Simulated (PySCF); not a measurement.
Method: PBE-D3(BJ)/def2-TZVP // PBE-D3(BJ)/def2-SVP run with PySCF. Isolated molecules, 0 K electronic values unless said otherwise. Excitations are Tamm–Dancoff values on a coarser integration grid. The basis has no diffuse functions, so Rydberg states are missing or too high.

Reference species (SMILES): `[CH]1=c2ccccc2=[CH][AlH]1` (neutral, multiplicity 1).

* **hole reorganisation energy (four-point)**: 0.247 eV
* **T1 excitation (TDA)**: 0.77 eV
* **adiabatic ionisation energy (no zero-point term)**: 7.06 eV
* **S1 excitation (TDA)**: 1.77 eV

After one change: the hole reorganisation energy (four-point) falls by 0.050 eV; the T1 excitation (TDA) rises by 0.15 eV; the adiabatic ionisation energy (no zero-point term) rises by 0.44 eV; the S1 excitation (TDA) rises by 0.63 eV.

Task: Which change was made? The new species is one of these.
(A) `[CH]1=c2ccccc2=[CH][GeH2]1`
(B) `C[Si]1(C)C=c2ccccc2=C1`
(C) `B1C=c2ccccc2=C1`
(D) `FC1(F)C=c2ccccc2=C1`

Result: D, `FC1(F)C=c2ccccc2=C1`
